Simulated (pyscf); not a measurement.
Optimised with ωB97X-D3(BJ)/def2-SVP in PySCF.

SMILES: [Cl][Ti]([Cl])([O]B(O)O)[Cl]
```xyz
10

O      0.5966    -0.5339    -0.7031
B      1.0556     0.6483    -1.1831
O      2.3674     0.9711    -1.1999
O      0.1553     1.6035    -1.6935
Ti    -1.4609     2.0558    -2.0652
Cl    -1.6908     2.3310    -4.1995
Cl    -2.6284     0.3307    -1.3915
Cl    -2.0273     3.8224    -0.9509
H     -0.3652    -0.6225    -0.7533
H      2.9180     0.2691    -0.8344
```
Charge 0, spin multiplicity 1.

### Question
How much does it cost (ΔH, 298 K, ωB97M-D3(BJ)/def2-TZVP) to split HO–B(OH)–O–Ti(Cl)(Cl)–Cl at its O–Ti bond into •O–B(OH)–OH + [Cl–Ti(Cl)–Cl]•?

### Answer
O–Ti to •O–B(OH)–OH + [Cl–Ti(Cl)–Cl]•: 95.2 kcal/mol. The 7 functionals that were run give +91.1 (M06-2X) to +106.6 kcal/mol (PBE). The radicals are drawn with the spin at the cut bond; how far it spreads was not checked. Other isomers of •O–B(OH)–OH were not searched in full and may lie lower. Open-shell species with a d-block atom are single-reference here; other states, and whether the spin sits on metal or ligand, were not checked.
